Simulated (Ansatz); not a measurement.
Ansatz (an electronic-structure program) input (B3LYP-D3(BJ)/def2-TZVP):

Ansatz 0.2 input:
```yaml
crystal:
  periodic: [false, false, false]
  atoms:
    - {symbol: Nb, position_ang: [-0.01255059, 0.00384324, -0.01315579]}
    - {symbol: Cl, position_ang: [1.42286013, -0.58805818, -1.61487873]}
    - {symbol: Cl, position_ang: [0.12944280, 0.57458546, 2.13934824]}
    - {symbol: Cl, position_ang: [-0.59706978, 1.99566095, -0.83035436]}
    - {symbol: Cl, position_ang: [-1.00955309, -1.97295286, 0.26493325]}
basis:
  gaussian:
    orbitals: def2-TZVP
hamiltonian:
  xc: b3lyp
  dispersion: d3bj
magnetization: {spin_polarized: true, initial_magnetization: 1}
relax: {f_tol: 0.002, max_steps: 150}
```

End of the output:

```
integrals: 0.15 GiB planned
1423 factors; their error is unknown
mean field: 2.00 GiB planned
mean field evaluation 64: about -51651.5928 eV, gradient 3.4e-5 eV
mean field -51651.59276676 eV, -1898.1610234715 hartree, gradient 3.3e-6 eV, S^2 0.752902; 0 other end points of the search recorded, 0 dependent functions left out
the calculation of the forces begins
reference -51651.59306715 eV, -1898.1610345105 hartree; 41, 40 occupied and 147, 148 virtual orbitals, 1423 factors
relax step   4: F+E_penalty+E_count = -51652.06017993 eV  Δ(F+E_penalty+E_count) = +3.999e-5 eV  max|allowed force component| = 2.040e-2 eV/Å  Δτ_max = 0.0273 Å  (59 SCF iters, rejected (line search))
these checks for a lower state are left out or cut short: starts, cluster_reference, orbital_swaps, neighbouring_geometries, increment
integrals: 0.15 GiB planned
1423 factors; their error is unknown
mean field: 2.02 GiB planned
mean field -51651.59346590 eV, -1898.1610491643 hartree, gradient 6.5e-6 eV, S^2 0.752922; 0 other end points of the search recorded, 0 dependent functions left out
the calculation of the forces begins
reference -51651.59376632 eV, -1898.1610602045 hartree; 41, 40 occupied and 147, 148 virtual orbitals, 1423 factors
relax step   5: F+E_penalty+E_count = -51652.06091099 eV  Δ(F+E_penalty+E_count) = -6.911e-4 eV  max|allowed force component| = 1.597e-3 eV/Å  Δτ_max = 0.0077 Å  (63 SCF iters, accepted)
integrals: 0.15 GiB planned
1423 factors; their error is unknown
mean field: 2.02 GiB planned
mean field evaluation 96: about -51651.5935 eV, gradient 2.5e-3 eV
mean field -51651.59346590 eV, -1898.1610491643 hartree, gradient 6.5e-6 eV, S^2 0.752922; 7 other end points of the search recorded, 0 dependent functions left out
the calculation of the forces begins
reference -51651.59376632 eV, -1898.1610602045 hartree; 41, 40 occupied and 147, 148 virtual orbitals, 1423 factors
Total energy: -51652.06121141 eV, -1898.1782384947 hartree
Atom 0 at    -0.013362     0.002633    -0.010851 Å, force    -0.000148    -0.000236     0.000421 eV/Å
Atom 1 at     1.711895    -0.557812    -1.396655 Å, force     0.001597    -0.000780    -0.000766 eV/Å
Atom 2 at     0.493614     0.542699     2.148420 Å, force     0.000784     0.000772     0.001289 eV/Å
Atom 3 at    -0.933925     1.886775    -0.912867 Å, force    -0.001171     0.001478    -0.000434 eV/Å
Atom 4 at    -1.325093    -1.861217     0.117845 Å, force    -0.001062    -0.001233    -0.000509 eV/Å
Dipole moment:     0.000018     0.000026    -0.000045 e Å
```

The spin state was set by rule; other spins were not relaxed.
